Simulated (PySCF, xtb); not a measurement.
C₂H₄BFO₂, SMILES FB1COCO1. Other conformers were not sampled.

Harmonic wavenumbers (cm⁻¹) from GFN2-xTB in xtb at its own minimum, in rising order: 24, 199, 334, 403, 542, 715, 814, 831, 950, 1040, 1051, 1075, 1130, 1174, 1211, 1232, 1314, 1388, 1457, 1485, 2840, 2887, 2908, 2944.

Question: What does PBE0-D3(BJ)/def2-SVP (PySCF 2.14.0) give at its own minimum? (Estimate from the structure and the level; the computed values follow.)

Answer: 160, 206, 375, 460, 573, 736, 822, 900, 991, 1077, 1128, 1160, 1209, 1242, 1262, 1353, 1434, 1459, 1522, 1547, 3004, 3011, 3125, 3129. Paired by order, the mean absolute difference is 81 cm⁻¹ and the zero-point energies are 42.8 and 45.6 kcal/mol.
